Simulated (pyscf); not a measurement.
PySCF, gas phase, ωB97X-D3(BJ)/def2-SVP geometries.

Problem. What is the homolytic dissociation enthalpy (298 K, ωB97M-D3(BJ)/def2-TZVP) of the Ge–O bond of F–Si(F)(F)–O–GeH₂–SiH₃ (SMILES F[Si](F)(F)[O][GeH2][SiH3]), to •O–Si(F)(F)–F + H₃Si–GeH₂•?

Solution. Ge–O to •O–Si(F)(F)–F + H₃Si–GeH₂•: 457.8 kJ/mol. The 7 functionals that were run give +441.4 (PBE) to +473.8 kJ/mol (ωB97X-D3(BJ)/def2-TZVP). Other isomers of •O–Si(F)(F)–F, H₃Si–GeH₂• were not searched in full and may lie lower. Elements up to Kr have no core potential and no relativistic terms here.
